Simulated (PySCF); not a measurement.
SMILES c1([SeH])cccc(c1)C, GFN2-xTB optimised geometry.

```
16

C     -1.95    -1.93    -0.02
C     -1.20    -0.64     0.00
C     -1.87     0.58     0.00
C     -1.17     1.77     0.00
C      0.21     1.77     0.00
C      0.89     0.56     0.00
Se     2.81     0.59     0.00
C      0.19    -0.64     0.00
H     -1.40    -2.71     0.49
H     -2.93    -1.82     0.44
H     -2.11    -2.25    -1.05
H     -2.95     0.59     0.00
H     -1.70     2.71     0.00
H      0.77     2.70     0.00
H      2.95    -0.85     0.01
H      0.73    -1.58     0.00
```

Density from PySCF with CAM-B3LYP/def2-TZVP at that geometry.

Minimum of the electron density along straight lines between bonded atoms, close to the bond critical point (lines longer than 1.1 times the sum of covalent radii, or with two minima, are not listed):

```
bond     length / Å  ρ at the minimum / e bohr⁻³  ∇²ρ there / e bohr⁻⁵  position (fraction from the first atom)
-------  ----------  ---------------------------  --------------------  ---------------------------------------
C1–C2         1.499                   (withheld)            (withheld)                                     0.49
C2–C3         1.390                        0.322                 -0.96                                     0.50
C3–C4         1.384                        0.325                 -0.98                                     0.50
C4–C5         1.382                        0.325                 -0.98                                     0.50
C5–C6         1.388                        0.322                 -0.95                                     0.49
C6–Se7        1.919                        0.160                 -0.19                                     0.49
C2–C8         1.388                        0.323                 -0.96                                     0.50
C6–C8         1.386                        0.322                 -0.96                                     0.51
C1–H9         1.088                        0.281                 -0.97                                     0.64
C1–H10        1.087                        0.281                 -0.97                                     0.64
C1–H11        1.091                        0.278                 -0.95                                     0.64
C3–H12        1.080                        0.288                 -1.03                                     0.64
C4–H13        1.080                        0.289                 -1.05                                     0.65
C5–H14        1.082                        0.287                 -1.03                                     0.65
Se7–H15       1.447                        0.185            (withheld)                                     0.62
C8–H16        1.082                        0.287                 -1.02                                     0.64
```

Problem. Fill in the missing entries.

Solution. 
- C1–C2, ρ at the minimum / e bohr⁻³: 0.262
- C1–C2, ∇²ρ there / e bohr⁻⁵: -0.70
- Se7–H15, ∇²ρ there / e bohr⁻⁵: -0.34
